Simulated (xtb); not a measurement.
xtb input (GFN2-xTB):

```bash
xtb mol.xyz --gfn 2 --sp --chrg -1 --uhf 0
```
mol.xyz:
```
16

C     -0.65698053    -1.44322114     0.57163702
C      0.18748618    -0.22814743     0.17790295
C      0.70070384     0.44615586     1.45189608
C      1.38863522    -0.70814250    -0.64148731
Si    -0.92437134     0.98602970    -0.96123636
H     -1.03307464    -1.96509835    -0.31271615
H     -1.52380446    -1.14177093     1.16712492
H     -0.07523845    -2.16444824     1.16954157
H      1.31165542    -0.24437307     2.06368754
H      1.31612605     1.31588600     1.21177845
H     -0.12949557     0.79641134     2.06908449
H      2.02320362     0.13282321    -0.93637951
H      2.01360369    -1.41383648    -0.06921757
H      1.06544933    -1.21100750    -1.55721697
H      0.05560218     2.17930477    -0.90481717
H     -1.80189668     1.51182471     0.19674702
```

End of the output:

```
         :::::::::::::::::::::::::::::::::::::::::::::::::::::
         ::                     SUMMARY                     ::
         :::::::::::::::::::::::::::::::::::::::::::::::::::::
         :: total energy             -16.010775148256 Eh    ::
         :: gradient norm              0.035243487522 Eh/a0 ::
         :: HOMO-LUMO gap              3.711439686118 eV    ::
         ::.................................................::
         :: SCC energy               -16.210648484162 Eh    ::
         :: -> isotropic ES            0.106794663872 Eh    ::
         :: -> anisotropic ES          0.009101260190 Eh    ::
         :: -> anisotropic XC         -0.002194333336 Eh    ::
         :: -> dispersion             -0.014451383922 Eh    ::
         :: repulsion energy           0.199873335906 Eh    ::
         :: add. restraining           0.000000000000 Eh    ::
         :: total charge              -1.000000000000 e     ::
         :::::::::::::::::::::::::::::::::::::::::::::::::::::

           -------------------------------------------------
          |                Property Printout                |
           -------------------------------------------------

    * Orbital Energies and Occupations

         #    Occupation            Energy/Eh            Energy/eV
      -------------------------------------------------------------
         1        2.0000           -0.4470838             -12.1658
       ...           ...                  ...                  ...
         4        2.0000           -0.3990048             -10.8575
         5        2.0000           -0.3561541              -9.6914
         6        2.0000           -0.3267497              -8.8913
         7        2.0000           -0.3237163              -8.8088
         8        2.0000           -0.3174397              -8.6380
         9        2.0000           -0.3047525              -8.2927
        10        2.0000           -0.3001400              -8.1672
        11        2.0000           -0.2883308              -7.8459
        12        2.0000           -0.2537307              -6.9044
        13        2.0000           -0.2529070              -6.8819
        14        2.0000           -0.1793063              -4.8792
        15        2.0000           -0.1586685              -4.3176
        16        2.0000           -0.0804232              -2.1884 (HOMO)
        17                          0.0559697               1.5230 (LUMO)
        18                          0.0574618               1.5636
        19                          0.1777247               4.8361
        20                          0.2026721               5.5150
        21                          0.2147958               5.8449
        22                          0.2778321               7.5602
        23                          0.2832164               7.7067
        24                          0.2853201               7.7640
        25                          0.2936038               7.9894
        26                          0.3522763               9.5859
        27                          0.3530451               9.6068
       ...                                ...                  ...
        36                          0.8144798              22.1631
      -------------------------------------------------------------
                  HL-Gap            0.1363929 Eh            3.7114 eV
             Fermi-level           -0.0122267 Eh           -0.3327 eV

     #   Z          covCN         q      C6AA      α(0)
     1   6 C        3.767    -0.062    21.730     6.644
     2   6 C        3.773    -0.102    22.474     6.755
     3   6 C        3.760    -0.050    21.512     6.612
     4   6 C        3.767    -0.062    21.730     6.644
     5  14 Si       2.644     0.058   196.140    30.753
     6   1 H        0.924    -0.018     3.398     2.883
     7   1 H        0.924    -0.017     3.364     2.868
     8   1 H        0.923    -0.038     3.816     3.055
     9   1 H        0.922    -0.048     4.038     3.143
    10   1 H        0.924    -0.011     3.253     2.821
    11   1 H        0.924    -0.011     3.253     2.821
    12   1 H        0.924    -0.017     3.364     2.868
    13   1 H        0.923    -0.038     3.816     3.055
    14   1 H        0.924    -0.018     3.398     2.883
    15   1 H        0.883    -0.283    19.890     6.981
    16   1 H        0.883    -0.283    19.890     6.981

 Mol. C6AA /au·bohr⁶  :       3347.723377
 Mol. C8AA /au·bohr⁸  :      92540.970481
 Mol. α(0) /au        :         97.766350

Wiberg/Mayer (AO) data.
largest (>0.10) Wiberg bond orders for each atom

 ---------------------------------------------------------------------------
     #   Z sym  total        # sym  WBO       # sym  WBO       # sym  WBO
 ---------------------------------------------------------------------------
     1   6 C    3.985 --     2 C    1.020     6 H    0.994     7 H    0.993
                             8 H    0.979
     2   6 C    3.827 --     1 C    1.020     4 C    1.020     3 C    1.015
                             5 Si   0.721
     3   6 C    3.987 --     2 C    1.015    10 H    0.990    11 H    0.990
                             9 H    0.978
     4   6 C    3.985 --     2 C    1.020    14 H    0.994    12 H    0.993
                            13 H    0.979
     5  14 Si   2.402 --    15 H    0.870    16 H    0.870     2 C    0.721
     6   1 H    1.000 --     1 C    0.994
     7   1 H    1.000 --     1 C    0.993
     8   1 H    0.999 --     1 C    0.979
     9   1 H    0.998 --     3 C    0.978
    10   1 H    1.000 --     3 C    0.990
    11   1 H    1.000 --     3 C    0.990
    12   1 H    1.000 --     4 C    0.993
    13   1 H    0.999 --     4 C    0.979
    14   1 H    1.000 --     4 C    0.994
    15   1 H    0.920 --     5 Si   0.870
    16   1 H    0.920 --     5 Si   0.870
 ---------------------------------------------------------------------------

Topologies differ in total number of bonds
Writing topology from bond orders to xtbtopo.mol

molecular dipole:
                 x           y           z       tot (Debye)
 q only:        0.346      -1.233      -0.164
   full:        1.196      -1.447       1.139       5.581
molecular quadrupole (traceless):
                xx          xy          yy          xz          yz          zz
Note: The following floating-point exceptions are signalling: IEEE_UNDERFLOW_FLAG IEEE_DENORMAL
normal termination of xtb
 q only:        0.647       3.902      -5.064       0.757       2.542       4.417
  q+dip:        0.273       5.897      -1.897      -3.981       5.915       1.624
   full:        0.928       4.563      -0.979      -4.484       3.934       0.051

           -------------------------------------------------
          | TOTAL ENERGY              -16.010775148256 Eh   |
          | GRADIENT NORM               0.035243487522 Eh/α |
          | HOMO-LUMO GAP               3.711439686118 eV   |
           -------------------------------------------------

------------------------------------------------------------------------
------------------------------------------------------------------------
 total:
 SCF:
```

It need not be the lowest isomer of its formula. Whether it binds its extra electron was not tested at this geometry.
